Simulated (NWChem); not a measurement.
System: CH$_{4}$O$_{3}$Si; SMILES O=C[SiH](O)O

NWChem input:

```
start job
memory heap 200 mb stack 900 mb global 1100 mb
geometry units angstroms
  O      2.193980     0.505543    -0.121177
  C      1.321403    -0.268677    -0.432506
  Si    -0.421238    -0.244032     0.361223
  O     -1.332732    -1.084502    -0.673066
  O     -1.010995     1.267586     0.444348
  H      1.533346    -1.033954    -1.207145
  H     -0.385401    -0.847899     1.689558
  H     -2.284648    -1.024336    -0.657219
  H     -0.494764     1.976700     0.817383
end
basis spherical
  * library 6-31g*
end
dft
  xc b3lyp
  iterations 150
end
driver
  maxiter 120
end
task dft optimize
task dft freq
```

Parts of the log:

```
             Northwest Computational Chemistry Package (NWChem) 7.3.0
             --------------------------------------------------------

 C1  symmetry detected

                             Geometry "geometry" -> ""
                             -------------------------

 Output coordinates in angstroms (scale by  1.889725989 to convert to a.u.)

  No.       Tag          Charge          X              Y              Z
 ---- ---------------- ---------- -------------- -------------- --------------
    1 O                    8.0000     0.09031282    -2.27011993    -0.08119130
    2 C                    6.0000    -0.61187227    -1.28878498    -0.12182118
    3 Si                  14.0000     0.00907601     0.45422531     0.37188836
    4 O                    8.0000    -1.07204496     1.45497074    -0.28890728
    5 O                    8.0000     1.46121059     0.77156762    -0.28409265
    6 H                    1.0000    -1.66526699    -1.39518058    -0.45299159
    7 H                    1.0000     0.07042122     0.58140595     1.82463589
    8 H                    1.0000    -0.87997789     2.38122497    -0.41210828
    9 H                    1.0000     2.18316550     0.15475773    -0.20151611

 Effective nuclear repulsion energy (a.u.)     232.6315270510

                                Z-matrix (autoz)
                                --------

 Units are Angstrom for bonds and degrees for angles

      Type          Name      I     J     K     L     M      Value
      ----------- --------  ----- ----- ----- ----- ----- ----------
    1 Stretch                  1     2                       1.20737
    2 Stretch                  2     3                       1.91505
    3 Stretch                  2     6                       1.10934
    4 Stretch                  3     4                       1.61461
    5 Stretch                  3     5                       1.62472
    6 Stretch                  3     7                       1.45959
    7 Stretch                  4     8                       0.95395
    8 Stretch                  5     9                       0.95315
    9 Bend                     1     2     3               122.85539
   10 Bend                     1     2     6               118.96968
   11 Bend                     2     3     4               103.97541
   12 Bend                     2     3     5               111.31466
   13 Bend                     2     3     7               110.45859
   14 Bend                     3     2     6               118.17396
   15 Bend                     3     4     8               121.32251
   16 Bend                     3     5     9               121.03799
   17 Bend                     4     3     5               108.18944
   18 Bend                     4     3     7               112.42516
   19 Bend                     5     3     7               110.32061
   20 Torsion                  1     2     3     4         162.15181
   21 Torsion                  1     2     3     5          45.89434
   22 Torsion                  1     2     3     7         -77.02290
   23 Torsion                  2     3     4     8        -162.40435
   24 Torsion                  2     3     5     9         -50.43023
   25 Torsion                  4     3     2     6         -18.21132
   26 Torsion                  4     3     5     9        -164.07580
   27 Torsion                  5     3     2     6        -134.46878
   28 Torsion                  5     3     4     8         -43.97637
   29 Torsion                  6     2     3     7         102.61397
   30 Torsion                  7     3     4     8          78.09954
   31 Torsion                  7     3     5     9          72.56612

                           NWChem Geometry Optimization
                           ----------------------------

 maximum gradient threshold         (gmax) =   0.000450
 rms gradient threshold             (grms) =   0.000300
 maximum cartesian step threshold   (xmax) =   0.001800
 rms cartesian step threshold       (xrms) =   0.001200
 fixed trust radius                (trust) =   0.300000
 source of zmatrix                         =   autoz

          -------------------
          Energy Minimization
          -------------------

 Using diagonal initial Hessian
 Scaling for Hessian diagonals: bonds = 1.00  angles = 0.25  torsions = 0.10

          --------
          Step   0

                                 NWChem DFT Module
                                 -----------------

 Summary of "ao basis" -> "ao basis" (spherical)
 ------------------------------------------------------------------------------
       Tag                 Description            Shells   Functions and Types
 ---------------- ------------------------------  ------  ---------------------
 O                           6-31g*                  6       14   3s2p1d
 C                           6-31g*                  6       14   3s2p1d
 Si                          6-31g*                  8       18   4s3p1d
 H                           6-31g*                  2        2   2s

            General Information
            -------------------
          SCF calculation type: DFT
          Wavefunction type:  closed shell.
          No. of atoms     :     9
          No. of electrons :    48
           Alpha electrons :    24
            Beta electrons :    24
          Charge           :     0
          Spin multiplicity:     1
          Use of symmetry is: off; symmetry adaption is: off
          Maximum number of iterations: 150
          AO basis - number of functions:    82
                     number of shells:    40
          Convergence on energy requested:  1.00D-06
          Convergence on density requested:  1.00D-05
          Convergence on gradient requested:  5.00D-04

[...]

      ----------------------
      Optimization converged
      ----------------------

  Step       Energy      Delta E   Gmax     Grms     Xrms     Xmax
  ---- ---------------- -------- -------- -------- -------- --------
@   24    -555.72337116 -2.4D-07  0.00006  0.00002  0.00049  0.00115
                                     ok       ok       ok       ok

                                Z-matrix (autoz)
                                --------

 Units are Angstrom for bonds and degrees for angles

[...]

 Rotational Constants
 --------------------
 A=   0.203771 cm-1  (  0.293174 K)
 B=   0.107162 cm-1  (  0.154179 K)
 C=   0.081080 cm-1  (  0.116653 K)

 Temperature                      =   298.15K
 frequency scaling parameter      =   1.0000

 Zero-Point correction to Energy  =   35.153 kcal/mol  (  0.056020 au)
 Thermal correction to Energy     =   39.367 kcal/mol  (  0.062735 au)
 Thermal correction to Enthalpy   =   39.959 kcal/mol  (  0.063679 au)

 Total Entropy                    =   79.963 cal/mol-K
   - Translational                =   39.452 cal/mol-K (mol. weight =  91.9930)
   - Rotational                   =   26.301 cal/mol-K (symmetry #  =        1)
   - Vibrational                  =   14.210 cal/mol-K

 Cv (constant volume heat capacity) =   22.524 cal/mol-K
   - Translational                  =    2.979 cal/mol-K
   - Rotational                     =    2.979 cal/mol-K
   - Vibrational                    =   16.565 cal/mol-K

[normal modes left out]

 ----------------------------------------------------------------------------
 Normal Eigenvalue ||           Projected Infra Red Intensities
  Mode   [cm**-1]  || [atomic units] [(debye/angs)**2] [(KM/mol)] [arbitrary]
 ------ ---------- || -------------- ----------------- ---------- -----------
    1       -0.000 ||    0.000598           0.014         0.583       0.087
    2       -0.000 ||    0.000050           0.001         0.049       0.007
    3       -0.000 ||    0.000626           0.014         0.610       0.091
    4       -0.000 ||    0.000604           0.014         0.588       0.088
    5        0.000 ||    0.000101           0.002         0.098       0.015
    6        0.000 ||    0.000165           0.004         0.161       0.024
    7       97.320 ||    0.001469           0.034         1.432       0.214
    8      171.693 ||    0.012782           0.295        12.460       1.860
    9      200.429 ||    0.102461           2.364        99.884      14.914
   10      233.333 ||    0.009674           0.223         9.430       1.408
   11      348.964 ||    0.073072           1.686        71.234      10.636
   12      420.177 ||    0.061403           1.417        59.859       8.937
   13      468.385 ||    0.071644           1.653        69.842      10.428
   14      632.478 ||    0.070070           1.617        68.307      10.199
   15      737.272 ||    0.108070           2.493       105.352      15.730
   16      811.867 ||    0.113055           2.608       110.212      16.456
   17      875.996 ||    0.001160           0.027         1.131       0.169
   18      886.172 ||    0.041891           0.966        40.837       6.097
   19      918.892 ||    0.028065           0.647        27.359       4.085
   20      978.455 ||    0.363197           8.379       354.063      52.864
   21     1007.484 ||    0.236632           5.459       230.681      34.442
   22     1407.378 ||    0.013550           0.313        13.209       1.972
   23     1749.510 ||    0.074890           1.728        73.007      10.900
   24     2277.582 ||    0.163849           3.780       159.728      23.849
   25     2888.975 ||    0.142581           3.289       138.995      20.753
   26     3693.270 ||    0.088154           2.034        85.937      12.831
   27     3795.983 ||    0.075185           1.735        73.295      10.943
 ----------------------------------------------------------------------------
```

Level: B3LYP/6-31G* (spherical d).
